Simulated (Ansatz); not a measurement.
`C[N](C)[Ga]([Br])[Br]` → `[Br][GaH][Br]` + `C=NC`  (β-hydride elimination)

Gas-phase electronic energies from Ansatz, PBE0-D4/def2-TZVP geometries. CBS: MP2 limit from def2 TZ/QZ plus the TZ coupled-cluster correction, frozen cores. DFT in def2-TZVPP. B3LYP here is the variant with VWN-RPA as its local correlation; programs differ in this. HSE06 is defined as in plane-wave codes. For Br, Ga outer-core shells are correlated without core-valence functions, which leaves a few kJ/mol of doubt a bond. Scalar relativity is left out up to krypton. One conformer a species, not always the lowest.

```csv
level,ΔE (kcal/mol),difference from CCSD(T)/CBS
LDA (SPW92),45.9,6.9
revPBE-D4,35.4,-3.6
BLYP-D4,32.5,-6.5
r2SCAN-D4,37.9,-1.1
B97M-V,34.1,-4.9
PBE0-D4,39.5,0.5
B3LYP-D4,35.4,-3.6
HSE06-D4,39.4,0.4
BHLYP-D4,38.3,-0.7
CAM-B3LYP-D4,37.5,-1.5
B2PLYP,34.5,-4.5
PBE-QIDH,41.2,2.2
revPBE,27.6,-11.4
HSE06,36.5,-2.5
HF/def2-SVP,31.9,-7.1
SCS-MP2/def2-QZVPP,38.6,-0.4
CCSD(T)/CBS,39.0,0
```

Largest T1 diagnostic among the species: 0.011.

The D4 term adds +5.5 kcal/mol with B3LYP and +3.1 kcal/mol with PBE0; it sums over pairs of atoms, weighted by their polarisabilities, and B3LYP, whose exchange is more repulsive, gets the larger term. From BLYP to BHLYP (50 % exact exchange), in def2-TZVPP and without D4, ΔE moves by +8.1 kcal/mol.
